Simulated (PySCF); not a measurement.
Compound: C₂H₈F₃NSi₂.
Structure used (GFN2-xTB), in Å, numbered top down from 1:
```
atom  x, y, z in Å
C1     2.204   -0.004    0.762
Si2    1.349   -0.500   -0.860
Si3   -0.888    0.087   -0.843
N4    -1.103    1.717   -0.346
C5    -1.777   -0.809    0.641
F6    -1.057   -0.798    1.785
F7    -2.025   -2.111    0.380
F8    -2.971   -0.261    0.957
H9     1.751   -0.511    1.609
H10    2.120    1.065    0.939
H11    3.261   -0.256    0.752
H12    1.531   -1.942   -1.075
H13    2.010    0.188   -1.982
H14   -1.752   -0.343   -1.958
H15   -0.700    2.474   -0.872
H16   -1.959    2.014    0.099
```

Method used: TDDFT PBE0/def2-SVPD, vertical, gas phase, core orbitals frozen in the response in PySCF.

Transition dipole moments from the ground state, in atomic units and in the frame of the coordinates above (overall signs are arbitrary), for the states with f of 0.002 or more among the lowest 7:

| state | E (hartree) | μx | μy | μz |
| --- | --- | --- | --- | --- |
| S1 | 0.2111 | 0.163 | -0.038 | 0.200 |
| S2 | 0.2344 | -0.145 | -0.149 | -0.161 |
| S3 | 0.2588 | -0.274 | -0.326 | 0.142 |
| S4 | 0.2648 | 0.434 | -0.140 | -0.013 |
| S5 | 0.2689 | -0.230 | -0.096 | 0.121 |
| S6 | 0.2745 | 0.231 | -0.130 | 0.197 |
| S7 | 0.2794 | 0.118 | 0.128 | -0.371 |

Q: What oscillator strength does each state have?

A: f = (2/3) ΔE |μ|² with ΔE in hartree (27.2114 eV).

```csv
state,|μ|² (au),|μ| (D),f
S1,0.068,0.66,0.010
S2,0.069,0.67,0.011
S3,0.201,1.14,0.035
S4,0.208,1.16,0.037
S5,0.077,0.71,0.014
S6,0.109,0.84,0.020
S7,0.168,1.04,0.031
```

Q: Which bond between heavy atoms lies closest to the direction of the S4 transition dipole?

A: Si2–Si3, at 3° from it; next C5–F8 at 14°.

Q: What angle do the transition dipoles of S4 and S6 make?

A: |cos θ| = |μa·μb| / (|μa| |μb|) = 0.77, so θ ≈ 40° (taken between 0 and 90°, since the signs are arbitrary).

Q: How is the summed strength of these states shared among x, y and z?

A: (2/3) Σ ΔE μα² gives 0.075 for x, 0.033 for y and 0.049 for z, 0.157 in all.

Q: What peak molar absorption coefficient would the strongest computed level give as a lone Gaussian band 0.4 eV wide at half height?

A: ε(max) = 2.175×10⁸ f / FWHM, with the width in cm⁻¹. S4: 2.175×10⁸ × 0.0368 / 3226 ≈ 2500 L mol⁻¹ cm⁻¹.

One conformer stands for the species.
